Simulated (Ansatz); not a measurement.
Ansatz (a program for electronic structure) input (B3LYP-D3(BJ)/def2-TZVP):

Ansatz 0.2 input:
```yaml
crystal:
  periodic: [false, false, false]
  atoms:
    - {symbol: Te, position_ang: [-0.00000000, -0.00000000, -1.28732366]}
    - {symbol: Te, position_ang: [0.00000000, 0.00000000, 1.28732366]}
basis:
  gaussian:
    orbitals: def2-TZVP
hamiltonian:
  xc: b3lyp
  dispersion: d3bj
magnetization: {spin_polarized: true, initial_magnetization: 2}
phonons: {temperatures: {t_min: 298.15, t_max: 298.15, t_step: 100}}
```

Output:

```
Functional definition: B3LYP
integrals: 0.03 GiB planned
846 factors; their error is unknown
mean field: 0.42 GiB planned
mean field evaluation 1: about -14591.9932 eV, gradient 3.7e0 eV
mean field evaluation 2: about -14592.0316 eV, gradient 4.5e0 eV
mean field evaluation 4: about -14592.1056 eV, gradient 2.4e-1 eV
mean field evaluation 8: about -14592.3064 eV, gradient 9.5e-3 eV
mean field evaluation 16: about -14591.2594 eV, gradient 4.8e0 eV
mean field -14592.30640118 eV, -536.2573692229 hartree, gradient 3.0e-6 eV, S^2 2.006861; 1 other end points of the search recorded, 0 dependent functions left out
the calculation of the forces begins
reference -14592.30657636 eV, -536.2573756607 hartree; 25, 23 occupied and 75, 77 virtual orbitals, 846 factors
these checks for a lower state are left out or cut short: stability, starts, cluster_reference, orbital_swaps, neighbouring_geometries, increment
integrals: 0.03 GiB planned
846 factors; their error is unknown
mean field: 0.42 GiB planned
mean field -14592.30640119 eV, -536.2573692231 hartree, gradient 9.1e-7 eV, S^2 2.006861; 0 other end points of the search recorded, 0 dependent functions left out
the calculation of the forces begins
reference -14592.30657637 eV, -536.2573756610 hartree; 25, 23 occupied and 75, 77 virtual orbitals, 846 factors
these checks for a lower state are left out or cut short: stability, starts, cluster_reference, orbital_swaps, neighbouring_geometries, increment
integrals: 0.03 GiB planned
846 factors; their error is unknown
mean field: 0.42 GiB planned
mean field evaluation 32: about -14592.3064 eV, gradient 1.6e-3 eV
mean field -14592.30640119 eV, -536.2573692231 hartree, gradient 9.1e-7 eV, S^2 2.006861; 0 other end points of the search recorded, 0 dependent functions left out
the calculation of the forces begins
reference -14592.30657637 eV, -536.2573756610 hartree; 25, 23 occupied and 75, 77 virtual orbitals, 846 factors
these checks for a lower state are left out or cut short: stability, starts, cluster_reference, orbital_swaps, neighbouring_geometries, increment
integrals: 0.03 GiB planned
846 factors; their error is unknown
mean field: 0.42 GiB planned
mean field -14592.30640119 eV, -536.2573692231 hartree, gradient 9.0e-7 eV, S^2 2.006861; 0 other end points of the search recorded, 0 dependent functions left out
the calculation of the forces begins
reference -14592.30657637 eV, -536.2573756610 hartree; 25, 23 occupied and 75, 77 virtual orbitals, 846 factors
these checks for a lower state are left out or cut short: stability, starts, cluster_reference, orbital_swaps, neighbouring_geometries, increment
integrals: 0.03 GiB planned
846 factors; their error is unknown
mean field: 0.42 GiB planned
mean field -14592.30640119 eV, -536.2573692231 hartree, gradient 9.1e-7 eV, S^2 2.006861; 0 other end points of the search recorded, 0 dependent functions left out
the calculation of the forces begins
reference -14592.30657637 eV, -536.2573756610 hartree; 25, 23 occupied and 75, 77 virtual orbitals, 846 factors
these checks for a lower state are left out or cut short: stability, starts, cluster_reference, orbital_swaps, neighbouring_geometries, increment
integrals: 0.03 GiB planned
846 factors; their error is unknown
mean field: 0.42 GiB planned
mean field -14592.30634040 eV, -536.2573669890 hartree, gradient 8.6e-7 eV, S^2 2.006859; 0 other end points of the search recorded, 0 dependent functions left out
the calculation of the forces begins
reference -14592.30651554 eV, -536.2573734256 hartree; 25, 23 occupied and 75, 77 virtual orbitals, 846 factors
these checks for a lower state are left out or cut short: stability, starts, cluster_reference, orbital_swaps, neighbouring_geometries, increment
integrals: 0.03 GiB planned
846 factors; their error is unknown
mean field: 0.42 GiB planned
mean field evaluation 64: about -14592.3064 eV, gradient 1.6e-3 eV
mean field -14592.30636950 eV, -536.2573680586 hartree, gradient 8.6e-7 eV, S^2 2.006864; 0 other end points of the search recorded, 0 dependent functions left out
the calculation of the forces begins
reference -14592.30654472 eV, -536.2573744977 hartree; 25, 23 occupied and 75, 77 virtual orbitals, 846 factors
Total energy: -14592.42786193 eV, -536.2618328230 hartree
Atom 0 at    -0.000000    -0.000000    -1.287324 Å, force     0.000000     0.000000     0.000186 eV/Å
Atom 1 at     0.000000     0.000000     1.287324 Å, force    -0.000000    -0.000000    -0.000186 eV/Å
Dipole moment:     0.000000     0.000000     0.000000 e Å
Vibrations: 251.23 cm⁻¹, zero-point energy 0.015574 eV
```
